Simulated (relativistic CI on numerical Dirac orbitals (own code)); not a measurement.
## Line list: Forbidden lines, Te III

Calculated at this level of theory: Dirac-Coulomb-Breit CI, KLI orbitals optimised for each configuration, model QED (radiative potential, 1s self-energy scaled to tabulated hydrogen-like ionisation energies), valence Slater integrals scaled by 0.85, P86 correlation estimate, and configurations built on the next ion tied to the tabulated ionisation energy (semi-empirical) (own radial code, finite nucleus).

CI space (outside the closed core [Kr] 4d10): 5s²5p², 5s²5p5d, 5s²5p6s, 5s²5p6p, 5s²5p6d, 5s²5p7s, 5s²5p5f, 5s²5p6f, 5s5p³, 5p⁴, 5s²5d², 5s5p²5d, 5s²4f², 5s²5p4f, 5s5p²5f, 5s²5p7p, 5s²5f², 5s²5p5g, 5s²5p7d, 5p²5d², 5s5p²6s, 5s²5p7f, 5s²4f5d, 5s5p6s². Levels of other configurations are missing.

```csv
λ vac (Å),Lower,Upper,Type,A (s⁻¹),E lower (eV),E upper (eV)
8045.4,5s²5p² ³P1 [2],5s²5p² ¹D2 [4],M1,5.35e+00,0.5700,2.1111
11032.5,5s²5p² ³P2 [3],5s²5p² ¹D2 [4],M1,4.95e+00,0.9873,2.1111
12558.5,5s²5p² ³P0 [1],5s²5p² ³P2 [3],E2,1.26e-02,0.0000,0.9873
21751.6,5s²5p² ³P0 [1],5s²5p² ³P1 [2],M1,1.62e+00,0.0000,0.5700
29714.4,5s²5p² ³P1 [2],5s²5p² ³P2 [3],M1,4.06e-01,0.5700,0.9873
```

Terms are leading LS components. Brackets give the number of a level in order of energy, since labels repeat. The list gives strong lines, with weight on those to low levels, without configurations that were not tied to measured data, among the lowest 198 of 446 levels, so that lines to higher ones, which can be the strongest, are missing, and without lines across small gaps between configurations, and without 4 lines that miss the measured interval by over 3.5 %, start from a term whose rates miss tabulated ones by over 60 %, have gauges far apart or, lacking measured levels, span too small a gap for the errors found; lines with a level outside our table were not tested and can miss by more. Levels whose partners in the same complex of configurations lie outside the list can be far off, and so can their lines. Rates are taken at the computed energies, electric ones in the length gauge.

Configurations that consist of the next ion and one excited electron were tied to the tabulated ionisation energy; Rydberg ones are usually within 1,000 to 3,000 cm⁻¹ and the lowest ones within about 6,000 (9,000 in d shells), while levels on excited terms of the next ion carry the error of that term, and the other configurations can be misplaced by 10,000 cm⁻¹ or more. Rates follow the energies as ν³ (E1, M1) or ν⁵ (E2), so rates, branching and lifetimes can be off by large factors. The fine structure of a lone outer electron comes out too small, for d and f at times inverted, and misplaced configurations move strength between like terms. 44 of the 68 excited levels that our extract of the measured tables holds in this range could be paired (the sources list more); they are missed by 1491 cm⁻¹ on average and 4349 at most, and levels without a partner can miss by more.

**Question.** From the table, what is the radiative lifetime of 5s²5p² ¹D2?

**Answer.** The listed rates from this level add up to about 1.03e+01 s⁻¹, 99 % of its decay; with all channels τ = 9.62e-02 s.

LS names give the leading component of a level, which can be under half, so a name can repeat, a term be missing and a line seem to break the LS rules.
